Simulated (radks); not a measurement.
Question: All-electron atom: the nickel ion Ni16+ in [Ne] 3s2. Method: non-relativistic Kohn-Sham, SCAN, spin-polarised, spherical densities, point nucleus; meta-GGA in the generalised Kohn-Sham scheme; computed with a radial shooting solver on a logarithmic mesh with Libxc functionals. Some entries of the table are withheld. Estimate them.

orbital,occ.,eigenvalue (hartree),r(max) (bohr),<r^2> (bohr^2)
1s,2,-320.4134,0.03615,(1)
2s,2,-55.75053,0.2061,(2)
2p,6,(3),(4),(5)
3s,2,-20.19886,0.5847,(6)

Answer: 
(1) 1s <r^2> (bohr^2): 0.004029
(2) 2s <r^2> (bohr^2): 0.07017
(3) 2p eigenvalue (hartree): -51.32339
(4) 2p r(max) (bohr): 0.1649
(5) 2p <r^2> (bohr^2): 0.05529
(6) 3s <r^2> (bohr^2): 0.4422
